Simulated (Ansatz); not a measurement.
Born–Oppenheimer molecular dynamics of Cl4FHOW (8 atoms, charge 0, multiplicity 1). It starts from a relaxed structure.

Method: RHF/def2-SVP in Ansatz.

```json
{"ensemble": "NVE (Milne-controlled integrator)", "time step": "0.5 fs", "steps asked": "150", "starting velocities drawn for": "400 K", "masses": "H 3.016 u", "seed": "130653"}
```

First frame:

```xyz
8
Properties=species:S:1:pos:R:3
W 0.021 -0.019 -0.110
F 0.057 0.070 1.737
Cl 2.322 0.005 -0.025
O -0.126 1.776 -0.234
H -0.589 2.602 -0.294
Cl -2.318 -0.054 -0.022
Cl -0.066 -2.314 0.098
Cl 0.065 -0.238 -2.401
```

Problem. How far do the bonds stretch over the last three quarters of this one trajectory? (Pairs bonded in most of those frames.)

Solution. 
```csv
bond,mean (Å),spread (Å),shortest,longest
W1–F2,1.853,0.023,1.82,1.88
W1–Cl3,2.302,0.057,2.22,2.37
W1–O4,1.816,0.012,1.80,1.84
W1–Cl6,2.373,0.026,2.33,2.40
W1–Cl7,2.308,0.015,2.29,2.33
W1–Cl8,2.293,0.004,2.29,2.30
O4–H5,0.955,0.026,0.91,0.99
```

Mean temperature of the second half: 191 K. The conserved energy stayed within 0.0069 meV per atom of its start (net change -0.0016 meV per atom), so the integration is sound. Over the second half the temperature averaged 0.48 of the 400 K drawn at the start: a run that starts near a minimum puts about half its kinetic energy into the potential. A run of 0.075 ps of so small a system gives no equilibrium averages.

Run time: 8.8 min on 2 threads of Arm Neoverse V2 (shared host), peak memory 0.38 GiB.
